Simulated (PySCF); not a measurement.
**Basis-set dependence of the excitation energy of S**

S [Ne] 3s2 3p4 (3P) → S [Ne] 3s2 3p3 4s1, s spin flipped. Calculated with PySCF 2.14 from differences of total energies of unrestricted determinants, without spin-orbit coupling. Values in eV.

```
                                                                  basis       Hamiltonian  functions    UHF    PBE   PBE0  MP2 (valence)
   aug-cc-pV(T+d)Z with one added diffuse shell each of s, p, d, f type  non-relativistic         71  5.959  6.810  6.822          6.510
                                                        aug-cc-pV(Q+d)Z  non-relativistic         89  6.339  7.012  7.045          6.882
aug-cc-pV(Q+d)Z with one added diffuse shell each of s, p, d, f, g type  non-relativistic        114  5.954  6.808  6.822          6.600
                                                        aug-cc-pV(5+d)Z  non-relativistic        136  6.272  6.967  6.996          6.873
```

Frozen in the all-electron rows: valence: [Ne].

In the upper determinant the s electron has its spin opposite to the other open shell, which mixes two multiplicities.
